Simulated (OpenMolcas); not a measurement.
# Mn4+, Tc4+, Re4+: d³ down the group

| Item | Value |
| --- | --- |
| Program | OpenMolcas 26.06 |
| Method | SS-CASPT2, IPEA 0.25 Eh, imaginary shift 0.1 Eh |
| Basis | ANO-RCC-VTZP |
| Scalar Hamiltonian | DKH2, point nucleus |
| Spin-orbit coupling | state interaction with AMFI integrals over the reference wave functions, term energies averaged over their components |

Active space for each ion: 3 electrons in 10 orbitals (d d); closed shells correlated by CASPT2: Mn4+ 3s 3p; Tc4+ 4s 4p; Re4+ 5s 5p.

Computed levels in cm-1 above ⁴F_3/2:

```tsv
Level	Mn4+	Tc4+	Re4+
⁴F_5/2	376	1068	4940
⁴F_7/2	886	2390	9130
⁴F_9/2	1514	3860	12180
⁴P_1/2	16860	12040	14510
⁴P_5/2	17480	13760	21570
²G_7/2	18040	13860	19480
²G_9/2	18580	14780	31200
²P_1/2	23330	17200	23940
²D_5/2(1)	25290	20400	29690
weight of ⁴F in the lowest level (%)	100	98	85
```

Mixed levels, with the weight of the term that names them: Re4+ ⁴F_9/2 (65 %), Re4+ ⁴P_1/2 (63 %), Re4+ ²G_9/2 (55 %), Re4+ ²P_1/2 (63 %).

Measured, with the error of the calculation in %. Measured levels: Mn4+ from Corliss and Sugar, J. Phys. Chem. Ref. Data 6, 1253 (1977); Re4+ from the list in Brasseur, Gamrath and Quinet, At. Data Nucl. Data Tables 157, 101636 (2024).

```csv
Level,Mn4+,Re4+
⁴F_5/2,359 (+4.7),4853 (+1.7)
⁴F_7/2,835 (+6.1),8973 (+1.7)
⁴F_9/2,1412 (+7.2),11914 (+2.2)
⁴P_1/2,16434 (+2.6),14325 (+1.3)
⁴P_5/2,17049 (+2.5),20922 (+3.1)
²G_7/2,17892 (+0.8),19013 (+2.4)
²G_9/2,18399 (+1.0),
²P_1/2,23082 (+1.1),23669 (+1.1)
²D_5/2(1),24630 (+2.7),28739 (+3.3)
```

The fine-structure level ⁴F_9/2 changes by a factor of 8.04 from Mn4+ to Re4+.

Without spin-orbit coupling ⁴P lies 16380, 10870, 10700 cm-1 above ⁴F in that order; the difference to the level ⁴P_1/2, of either sign, comes from spin-orbit coupling, which also lowers the zero.

CASPT2 does not keep the components of a term degenerate, so their means are used; among the terms shown or strongly mixed into the levels shown the widest spread is 820 cm-1 (3d³ ⁴F, Mn4+). Active for correlation alone: 4d; no level in the range computed is led by a configuration that fills it, so any true level of that kind is missing (holds for Mn4+). Active for correlation alone: 5d; no level in the range computed is led by a configuration that fills it, so any true level of that kind is missing (holds for Tc4+). Active for correlation alone: 6d; no level in the range computed is led by a configuration that fills it, so any true level of that kind is missing (holds for Re4+). Computed and measured levels are paired by configuration, term and J; levels that our copy of the source lacks, or whose pairing is in doubt (as where it misses far off the trend of its configuration), stay unpaired and out of the deviations. Levels of configurations outside the active space are missing.

A number in round brackets counts repeated terms of one configuration in the order of the reference energies.
